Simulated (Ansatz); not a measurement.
`N[SiH2][Al]([NH2])[F]` + H₂Te → `[NH2][Al]([F])[TeH]` + `N[SiH3]`  (cleavage of the Al–Si bond)

Calculated with Ansatz (gas phase, PBE0-D4/def2-TZVP geometries, no zero-point term in ΔE). CBS: MP2 limit from def2 TZ/QZ plus the TZ coupled-cluster correction, frozen cores. This one scheme is used for every species. DFT in def2-TZVPP. B3LYP here is the variant with VWN-RPA as its local correlation; programs differ in this. Elements past krypton have def2 core potentials. For Te outer-core shells are correlated without core-valence functions, which leaves a few kJ/mol of doubt a bond. One conformer a species, not always the lowest.

| species | B3LYP-D4 energy (Eh) |
| --- | --- |
| `N[SiH2][Al]([NH2])[F]` | -745.20220 |
| H₂Te | -269.30767 |
| `[NH2][Al]([F])[TeH]` | -667.21431 |
| `N[SiH3]` | -347.33620 |

**Question.** Work out ΔE.

**Answer.** ΔE = (-667.21431) + (-347.33620) − (-745.20220) − (-269.30767) = -0.04064 Eh = -1.11 eV. CCSD(T)/CBS gives -1.20 eV.

Largest T1 diagnostic among the species: 0.012.

From PBE to PBE0 (25 % exact exchange), in def2-TZVPP and without D4, ΔE moves by −0.08 eV.
